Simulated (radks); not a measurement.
Values are calculated unless marked as measured or tabulated.
Spherical quantum dot in the effective-mass picture: electrons in a hard-walled sphere of radius 1.48, all in effective atomic units (hartree* = m*/eps^2 hartree, bohr* = eps/m* bohr), one dielectric constant everywhere. Level of theory: non-relativistic Kohn-Sham, LDA (Slater exchange, Perdew-Wang correlation), spin-polarised, spherical densities (a radial shooting solver with Libxc functionals). Levels are named by radial order and angular momentum (1s, 1p, 1d, 2s, ...), and open shells are averaged over m. Results are scaled to m* = 0.064 and eps = 12.8, for which hartree* = 10.63 meV and bohr* = 10.58 nm.

N = 37, configuration 1s2 1p6 1d10 2s2 1f14 1g(up 3, down 0). This is the lowest configuration that the search found. Occupied and some empty levels:

level,occupation,eigenvalue (meV),<r> (nm)
1s up,1,378.13,9.945
1s down,1,378.79,9.924
1p up,3,392.89,10.57
1p down,3,393.64,10.56
1d up,5,416.70,11.04
1d down,5,417.51,11.03
1f up,7,448.34,11.40
1f down,7,449.18,11.40
2s up,1,456.12,7.153
2s down,1,456.43,7.161
1g up,3,487.15,11.70
1g down,0,488.02,11.70
2p up,0,500.27,8.234
2p down,0,500.65,8.235
1h up,0,532.71,11.95
1h down,0,533.60,11.94
2d up,0,551.77,8.945
2d down,0,552.21,8.944
3s up,0,573.42,7.461
3s down,0,573.79,7.465

Energy (meV): total 9646.93, kinetic 3676.8, external 0, Hartree 6449.9, exchange-correlation -479.70.
